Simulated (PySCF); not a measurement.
1-bromo-3-fluoropropa-1,2-diene (C₃H₂BrF), SMILES FC=C=CBr.

Coordinates come from a ωB97X-D3(BJ)/def2-SVP optimisation.

Two levels are set side by side: TDA-PBE/def2-SVPD (PySCF) and TDA-CAM-B3LYP/def2-SVPD (PySCF). Vertical, same geometry. The lowest singlet is HOMO→LUMO 86 % with PBE and HOMO−1→LUMO+1 64 %, HOMO→LUMO 29 % with the other functional; states are paired by order. Differences are taken from unrounded values.

| quantity | TDA-CAM-B3LYP |
|---|---|
| lowest singlet excitation (eV) | 5.09 |
| lowest triplet excitation (TDA) (eV) | 4.03 |
| first bright state (f over 0.05) (eV) | 7.15 |
| its oscillator strength | 0.74 |

**Question.** What does TDA-PBE give, and how far is it from TDA-CAM-B3LYP? (The exact figures need the calculation; the answer reports its results.)

**Answer.** 
```csv
quantity,TDA-PBE,TDA-PBE minus TDA-CAM-B3LYP
lowest singlet excitation (eV),4.72,-0.37
lowest triplet excitation (TDA) (eV),3.92,-0.10
first bright state (f over 0.05) (eV),6.15,-1.00
its oscillator strength,0.39,-0.34
```

A lower first singlet is the usual sign of a functional without exact exchange. Differences between two approximate levels are no errors against the true value.

Rough cost on one machine, each run with all the roots and properties that it gave: TDA-CAM-B3LYP against TDA-PBE about 3 times.
